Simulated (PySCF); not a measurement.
Nb²⁺ (niobium, charge +2) across methods

[Kr] 4d2 5s1, high-spin 4F determinant (an excited configuration). Computed with PySCF 2.14 in aug-cc-pVTZ-PP with ECP28MDF (6s6p5d3f2g, 88 functions), with a scalar-relativistic core potential.

```
 method  E (hartree)  mean ε 4p β (eV)  mean ε 4d α (eV)  mean ε 5s α (eV)  Σ⟨r²⟩ (bohr²)   ⟨S²⟩
 r2SCAN     -55.7747           -55.264           -23.284           -19.192          31.55  3.752
  wB97X     -55.7299           -59.349           -26.633           -21.372          31.55  3.751
   PBE0     -55.7415           -56.698           -24.465           -19.717          31.59  3.751
  HSE06     -55.7416           -56.283           -24.044           -19.389          31.59  3.751
r2SCANh     -55.7643           -56.048           -23.873           -19.465          31.56  3.752
  B3LYP     -55.7690           -56.288           -24.078           -19.632          31.57  3.751
    LDA     -55.5828           -54.362           -22.711           -19.324          31.66  3.750
    UHF    -55.33692           -62.273           -28.638           -21.283          32.00  3.755
```

(1) Estimate the same row for PBE.

Energies and moments cover only the electrons outside the core potential.

Answers

(1) E (hartree) = -55.7504; mean ε 4p β (eV) = -54.420; mean ε 4d α (eV) = -22.862; mean ε 5s α (eV) = -19.038; Σ⟨r²⟩ (bohr²) = 31.59; ⟨S²⟩ = 3.751.
